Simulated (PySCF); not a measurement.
Electron correlation in Tl (thallium, neutral)

[Xe] 4f14 5d10 6s2 6p1, 2P determinant. Computed with PySCF 2.14 in aug-cc-pVDZ-PP with ECP60MDF, with a scalar-relativistic core potential. Frozen: 5s2 5p6 5d10; 3 electrons correlated.

MP2 pair energies summed by pair of shells (mhartree):

```csv
pair,energy,share (%)
6s-6s,-13.50,61.2
6s-6p,-8.57,38.8
```

Total MP2 correlation energy: -22.06 mhartree.

Same-spin part -2.02 and opposite-spin part -20.05 mhartree; SCS-MP2 scales them by 1/3 and 6/5 to -24.73 mhartree.
